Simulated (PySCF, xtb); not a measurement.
CH₈ClNSi₂, SMILES C[Si@@](N)([SiH3])Cl.

GFN2-xTB run with xtb at its own geometry gives an orbital gap of 4.55 eV and a dipole moment of 2.01 D.

Coordinates come from a B3LYP-D3(BJ)/def2-SVP optimisation. The structure was generated by enumeration; whether it is a known compound was not checked. Other conformers were not sampled.

What does PBE/def2-TZVP in PySCF give? (The exact figures need the calculation; the answer reports its results.)

gap 5.65 eV (levels -6.40 and -0.76 eV), dipole 2.04 D.
